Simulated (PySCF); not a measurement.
A series of related molecules.

All values: PBE0/def2-SVPD (PySCF) at GFN2-xTB geometries, gas phase, one conformer each. Core orbitals are frozen in the response; Δα² is half the sum of the squared differences of the principal polarisabilities.

Problem. Rank by polarisability anisotropy Δα, lowest first.
A. `[CH3:1][PH:2][CH2:3][CH2:4][C:5]#[N:6]` with C1–P2–C3–C4 171°, P2–C3–C4–C5 178°
B. `CPC` (dimethylphosphine)
C. `[CH3:1][C:2](=[O:3])[P:4]([CH3:5])[CH2:6][OH:7]` with C1–C2–P4–C5 -78°, C2–P4–C6–O7 52°, P4–C6–O7–H -68°
D. `[CH3:1][PH:2][C:3]([CH3:4])=[O:5]` with C1–P2–C3–C4 57°

Solution. B (1.61 Å³), C (2.79 Å³), D (3.02 Å³), A (5.31 Å³).

Problem. Rank by HOMO–LUMO gap, highest first.
A. `CC(=O)P(C)CO` (C4H9O2P)
B. `CPC` (C2H7P)
C. `CPC(C)=O` (C3H7OP)
D. `CPC1=CCCC1` (C6H11P)
E. `C(P(C)C)(=O)C` (C4H9OP)

Solution. B (7.30 eV), D (6.52 eV), C (5.81 eV), E (5.66 eV), A (5.51 eV).

All values together:

```
      SMILES  formula  μ (D)  HOMO (eV)  LUMO (eV)  α (Å³)  Δα (Å³)  electrons  α per electron (Å³)
    CPC(C)=O   C3H7OP   3.18      -6.76      -0.95    9.90     3.02         48                0.206
     CPCCC#N   C4H8NP   3.82      -7.32       0.02   11.65     5.31         54                0.216
   CPc1ccoc1   C5H7OP   1.16      -6.45       0.00   12.57     5.13         60                0.209
         CPC    C2H7P   1.31      -6.76       0.54    7.84     1.61         34                0.231
  CPC1=CCCC1   C6H11P   1.39      -6.33       0.18   14.20     5.47         62                0.229
 CC(=O)P(C)C   C4H9OP   2.64      -6.53      -0.87   11.70     3.17         56                0.209
CC(=O)P(C)CO  C4H9O2P   2.49      -6.76      -1.26   12.33     2.79         64                0.193
```

Conformers: `[CH3:1][PH:2][C:3]([CH3:4])=[O:5]` with C1–P2–C3–C4 57°; `[CH3:1][PH:2][CH2:3][CH2:4][C:5]#[N:6]` with C1–P2–C3–C4 171°, P2–C3–C4–C5 178°; `[CH3:1][PH:2][c:3]1[cH:4][cH:5][o:6][cH:7]1` with C1–P2–C3–C4 -72°; `[CH3:1][PH:2][C:3]1=[CH:4][CH2:5][CH2:6][CH2:7]1` with C1–P2–C3–C4 -114°, C3–C4–C5–C6 13°, C4–C5–C6–C7 -19°, C5–C6–C7–C3 19°, P2–C3–C7–C6 165°; `[CH3:1][C:2](=[O:3])[P:4]([CH3:5])[CH3:6]` with C1–C2–P4–C5 160°; `[CH3:1][C:2](=[O:3])[P:4]([CH3:5])[CH2:6][OH:7]` with C1–C2–P4–C5 -78°, C2–P4–C6–O7 52°, P4–C6–O7–H -68°.

Problem. How closely does the mean polarisability follow the number of electrons in this set?

Solution. The correlation coefficient is 0.94; α per electron runs from 0.193 to 0.231 Å³.
